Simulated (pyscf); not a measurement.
# B–OH, singlet

Gas-phase minimum from PySCF at ωB97X-D3(BJ)/def2-SVP, one conformer. B–OH [singlet] lies 44.5 kcal/mol over its isomer HB=O, and others may lie lower still (electronic energy, ωB97M-D3(BJ)). 

```
O
H 1 0.9676
B 1 1.2997 2 122.52
```
Charge 0, spin multiplicity 1.

Properties at ωB97X-D3(BJ)/def2-SVP:

```
Property                                                                                                                             Result
---------------------------------------------------------------------------------------------------------------------  --------------------
Harmonic wavenumbers, unscaled                                                                                         527, 1466, 3880 cm⁻¹
Zero-point energy                                                                                                              8.4 kcal/mol
Rotational symmetry number                                                                                                                1
Entropy of this conformer at 298 K and 1 atm, rigid rotor and harmonic oscillator, modes under 100 cm⁻¹ raised to 100       219.9 J/(mol K)
Dipole moment                                                                                                                        3.34 D
```

Single-point totals, which compare only within one level (frozen core for MP2 and CC):

| level | total energy (hartree) |
|---|---|
| ωB97X-D3(BJ)/def2-TZVP | -100.70275 |
| PBE/def2-TZVP | -100.55088 |
| r²SCAN/def2-TZVP | -100.61556 |
| B3LYP-D3(BJ)/def2-TZVP | -100.68288 |
| PBE0-D3(BJ)/def2-TZVP | -100.55515 |
| M06-2X/def2-TZVP | -100.64010 |
| ωB97M-D3(BJ)/def2-TZVP | -100.70787 |
| HF/def2-TZVPP | -100.14589 |
| MP2/def2-TZVPP | -100.45747 |
| CCSD/def2-TZVPP | -100.47265 |
| CCSD(T)/def2-TZVPP | -100.48499 |

The CCSD(T) − MP2 part came from Ansatz, without density fitting, on the same reference.
